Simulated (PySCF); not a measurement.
Au²⁺: excitation energy

Au²⁺ [Xe] 4f14 5d9 (2D) → Au²⁺ [Xe] 4f14 5d8 6p1 (high-spin determinant), as a difference of total energies. All numbers are calculated (PySCF 2.14, a scalar-relativistic core potential, in def2-QZVPPD with the def2 core potential (60 electrons)). Correlated levels: valence: 5s2 5p6 frozen. The calculations carry no spin-orbit coupling.

| method | excitation energy (eV) |
| --- | --- |
| UHF | 12.260 |
| MP2 (valence) | 13.245 |
| SCS-MP2 (valence) | 13.340 |
| CCSD (valence) | 13.013 |
| CCSD(T) (valence) | 13.024 |

Q: How much does correlation contribute at CCSD(T) (valence)?

A: 13.024 − (12.260) = 0.764 eV, measured against UHF.

The determinant of the upper state mixes LS terms, which raises its energy above the lowest term, most at the Hartree-Fock and MP2 levels.
